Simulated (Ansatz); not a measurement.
A set of 12 reactions (redistribution), with CCSD(T)/CBS values in kJ/mol:

```
                                                                                                   reaction      ΔE
                                         `[CH3][AlH][O]BN` + `OC[SiH2]F` → `[CH3][AlH][OH]` + `NBOC[SiH2]F`    -1.9
                                            `B[SiH2]N[SiH2]F` + `NC[SiH3]` → `B[SiH2]CN` + `F[SiH2]N[SiH3]`    -5.4
                                     `N[Si](N)(N)N` + `O[SiH]([SiH3])S` → `N[SiH](N)N` + `N[SiH2][SiH](O)S`    22.0
                                                            `CB(N)Br` + `COB(O)Cl` → `CB(N)Cl` + `COB(O)Br`     1.4
                          `[SiH3][SiH2][TeH]` + `CO[SiH2]O[SiH3]` → `[SiH3]O[SiH2]O[SiH3]` + `C[SiH2][TeH]`  -199.0
                                                  `FB(Cl)Cl` + `C=C(C)[SiH3]` → `C=C(C)B(F)Cl` + `[SiH3]Cl`   -45.4
                           `C[SiH](O)[SiH](O)O` + `NCO[SiH](O)F` → `C[Si@H](O)O[Si@@H](O)F` + `NC[SiH](O)O`  -216.5
                                                  `[PH2][GaH2]` + `COC[SiH2]F` → `COC[SiH2]P` + `[F][GaH2]`    57.3
                      `CO[SiH](F)S[SiH2]Cl` + `O[SiH2]S[SiH2]F` → `CO[SiH](F)S[SiH2]F` + `O[SiH2]S[SiH2]Cl`    -1.2
                              `[F][AlH][SiH2]Cl` + `C=[CH][GaH][F]` → `C=[CH][AlH][SiH2]Cl` + `[F][GaH][F]`    95.7
`[OH][Ga]([OH])[SeH]` + `[F][Zr]([SeH])([SeH])[SeH]` → `[SeH][Zr]([SeH])([SeH])[SeH]` + `[OH][Ga]([OH])[F]`    88.9
          `C[NH][Zr]([Cl])([Cl])[Cl]` + `C#[C][GeH2][Cl]` → `C#[C][Zr]([Cl])([Cl])[Cl]` + `C[NH][GeH2][Cl]`    53.0
```

Gas-phase electronic energies from Ansatz, PBE0-D4/def2-TZVP geometries. CCSD(T)/CBS is the MP2 limit (def2-TZVPP, def2-QZVPP) plus CCSD(T) − MP2 in def2-TZVPP, frozen cores. This one scheme is used for every species. DFT in def2-TZVPP. B3LYP here is the variant with VWN-RPA as its local correlation; programs differ in this. Elements past krypton have def2 core potentials. For Br, Ga, Ge, Se, Te, Zr outer-core shells are correlated without core-valence functions, which leaves a few kJ/mol of doubt a bond. Scalar relativity is left out up to krypton. One conformer a species, not always the lowest.

**Question.** Give the mean, mean absolute and largest difference (level minus CCSD(T)/CBS, kJ/mol) for: PBE-D4, r2SCAN-D4, B3LYP-D4, ωB97X-V, B2PLYP, PBE, B3LYP, MP2/def2-TZVPP, SCS-MP2/def2-TZVPP, HF/def2-QZVPP, MP2/def2-QZVPP, SCS-MP2/def2-QZVPP, HF/CBS(def2), MP2/CBS(def2). (Estimate.)

**Answer.** Ansatz gave: 
```tsv
level	mean	mean absolute	largest
PBE-D4	4.9	10.0	30.7
r2SCAN-D4	1.5	4.8	10.3
B3LYP-D4	1.7	4.2	11.5
ωB97X-V	2.1	5.2	15.6
B2PLYP	0.0	2.4	6.2
PBE	5.6	10.1	33.6
B3LYP	2.7	5.4	16.3
MP2/def2-TZVPP	-3.7	5.0	-19.8
SCS-MP2/def2-TZVPP	-3.0	3.7	-13.5
HF/def2-QZVPP	-2.3	7.5	-19.7
MP2/def2-QZVPP	-3.6	4.3	-16.1
SCS-MP2/def2-QZVPP	-3.0	3.4	-11.2
HF/CBS(def2)	-2.4	7.6	-19.7
MP2/CBS(def2)	-3.2	3.9	-13.8
```

The largest T1 diagnostic in the set is 0.016, for `C#[C][Zr]([Cl])([Cl])[Cl]` (customary mark 0.02).

CCSD(T)/CBS is a level of theory with its own doubt, and the functionals carry their triple-zeta basis error, so these figures describe this set and don't rank the functionals.
